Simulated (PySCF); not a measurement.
Compound: C₅H₇ClN₂.
Bonds: C1–C2, C2–C3 (aromatic), C3–N4 (aromatic), N4–N5 (aromatic), N5–C6, N5–C7 (aromatic), C7–Cl8, C2–C7 (aromatic). Hydrogens: H9, H10, H11 on C1; H12 on C3; H13, H14, H15 on C6.

Method used: TDDFT PBE0/def2-SVPD, vertical, gas phase, core orbitals frozen in the response (PySCF). Isolated species at its GFN2-xTB geometry, gas phase.

```
state  E (eV)  ν̃ (cm⁻¹)       f  |μ| (D)  main configurations (H = HOMO, L = LUMO)
   S1    6.07      48930  0.0003     0.12                               H→L+1 (88%)
   S2    6.33      51050   0.105     2.09                    H→L (72%), H-1→L (14%)
   S3    6.53      52660  0.0006     0.15                   H→L+2 (83%), H→L+1 (9%)
   S4    6.63      53480  0.0064     0.51                             H-1→L+1 (89%)
   S5    6.70      54070   0.074     1.70       H-1→L (60%), H→L (19%), H→L+4 (18%)
   S6    6.79      54730  0.0043     0.41                               H-2→L (96%)
   S7    6.97      56240  0.0037     0.37                H-1→L+2 (50%), H→L+3 (47%)
   S8    7.04      56820   0.014     0.72                H→L+3 (50%), H-1→L+2 (45%)
```

Triplets (Tamm–Dancoff): T1 4.53 eV, H→L (79%), H-1→L (14%); T2 5.09 eV, H-1→L (81%), H→L (15%); T3 5.64 eV, H→L+1 (68%), H→L+2 (18%).

The lowest singlet comes at 204 nm (585 kJ/mol) in the ultraviolet; it is dark (f under 0.0005); its leading configuration is HOMO→LUMO+1 (88%). The strongest level in the table is S2 at 6.33 eV (196 nm, f = 0.105). Löwdin shares by element: HOMO carbon 44% or more, nitrogen 20% or more, chlorine 16% (atoms not listed hold the other 20%); LUMO nitrogen 42%, carbon 31% or more (atoms not listed hold the other 27%). The oscillator strengths of these states sum to 0.208; summed over the whole spectrum of an exact calculation they would give the number of electrons, 68 (Thomas–Reiche–Kuhn). Orbital energies (eV): HOMO-3 -9.70, HOMO-2 -8.24, HOMO-1 -7.26, HOMO -6.83, LUMO 0.31, LUMO+1 0.49, LUMO+2 0.92. The listed states span 0.98 eV, and the widest gap between neighbours is 0.26 eV (S1 to S2). The window holds the lowest 8 singlets.
